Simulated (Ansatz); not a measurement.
CH5NSSi can be A, `NC1[SiH2]S1`, or B, `S[SiH]1CN1`.

Gas-phase electronic energies from Ansatz, PBE0-D4/def2-TZVP geometries. CCSD(T)/CBS is the MP2 limit (def2-TZVPP, def2-QZVPP) plus CCSD(T) − MP2 in def2-TZVPP, frozen cores. Functionals use def2-TZVPP. B3LYP here is the variant with VWN-RPA as its local correlation; programs differ in this. One conformer a species, not always the lowest.

Task: Which isomer does CCSD(T)/CBS put lower? Give the gap. (Best estimate.)

Result: The calculation gave: B, by 4.4 kcal/mol.

Task: Give E(B) − E(A) in kcal/mol with B3LYP, CCSD/def2-TZVPP, PBE0-D4, B3LYP-D4, BLYP-D4, ωB97M-V, MP2/def2-TZVPP. (Best estimate.)

Result: Computed: B3LYP -4.0, CCSD/def2-TZVPP -5.8, PBE0-D4 -3.2, B3LYP-D4 -3.6, BLYP-D4 -2.4, ωB97M-V -5.4, MP2/def2-TZVPP -4.5. None reverses the order clearly.

Task: Does the order hold for the free energy at 298.15 K (harmonic terms from PBE0-D4)? (Best estimate.)

Result: Ansatz gave: Yes: G(B) − G(A) = -5.8 kcal/mol, for one conformer each.

Largest T1 diagnostic: 0.013.

From r2SCAN to r2SCAN0 (25 % exact exchange), in def2-TZVPP and without D4, E(B) − E(A) moves by −0.8 kcal/mol. Leaving LDA and LC-ωPBE aside and taking each functional with its dispersion term where it has one, the values, not all of them listed here, spread over 4.0 kcal/mol, from ωB97M-V to revPBE-D4.
